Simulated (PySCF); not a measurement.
# Energy profile

The step: MgBrCl + H₂ → MgHCl ([MgH][Cl]) + HBr (still joined by a long Mg–Br bond); bonds formed: Mg1–H5, Br2–H4; bonds broken: H4–H5; bonds weakened to dative contacts: Mg1–Br2 (atoms numbered as in the saddle structure below).

Mg1  (-0.596, -0.479, -0.446)
Br2  (1.030, 1.545, 0.718)
Cl3  (-2.175, 0.309, -1.745)
H4  (1.312, 0.159, 1.034)
H5  (0.429, -1.534, 0.438)
(Å)

Electronic energies by CCSD(T) at an estimated basis limit (MP2 extrapolated from triple and quadruple zeta, plus CCSD(T) − MP2 in triple zeta), on PBE0-D4/def2-TZVP structures; MgH₂BrCl, closed shell; no counterpoise correction. Computed with PySCF 2.14 with density fitting (its default auxiliary sets; JK sets also for MP2 and CCSD(T)) (basis: def2-TZVPP and def2-QZVPP); correlated methods freeze the cores. Filled d shells of the heavier atoms are correlated. The outer core shell of Li, Na, Mg and K is correlated. The def2 sets are not built for correlating such inner shells, so the correlated values are less sure here. Extrapolation: Hartree–Fock as exp(−7.88 √X), correlation as X^−2.97.

Give the profile in kcal/mol, counted from the separated reactants. (Judge from chemistry; the value comes from the calculation.)

The calculation gives:
```json
{"point": "separated: MgBrCl (linked as [Cl][Mg][Br]; Mg1, Br2, Cl3; singlet) + H₂ (H4, H5; singlet)", "kcal/mol": "0.00"}
{"point": "start structure", "kcal/mol": "-3.46"}
{"point": "saddle", "kcal/mol": "38.63"}
{"point": "end structure", "kcal/mol": "37.49"}
{"point": "separated: MgHCl (linked as [MgH][Cl]; Mg1, Cl3, H5; singlet) + HBr (Br2, H4; singlet)", "kcal/mol": "44.79"}
```

T1 diagnostic: at most 0.007.

For scale, one of the runs: CCSD(T)/def2-TZVPP, 150 basis functions, launched by `OMP_NUM_THREADS=4 python run.py`. The run took 2.2 min on 4 CPU threads of a Oxide Virtual Turin-like (shared host), with 1.4 GiB of host memory at its peak.
